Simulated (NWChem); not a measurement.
System: InH$_{3}$; SMILES [InH3]

Results from NWChem. The geometry was optimised at PBE-D3(BJ)/def2-SVP. def2 effective core potentials on In; no spin-orbit coupling. Vertical excitations in the gas phase; the lowest state need not have the same character in each row.

**Question.** Order these by “lowest excitation, singlet (eV)”, lowest first: B3LYP/def2-SVPD, TDA; PBE/def2-SVPD, TDA; BHandHLYP/def2-SVPD, TDA; CAM-B3LYP/def2-SVPD, TDA.

**Answer.** PBE/def2-SVPD, TDA (4.48), B3LYP/def2-SVPD, TDA (4.70), CAM-B3LYP/def2-SVPD, TDA (4.88), BHandHLYP/def2-SVPD, TDA (5.11)
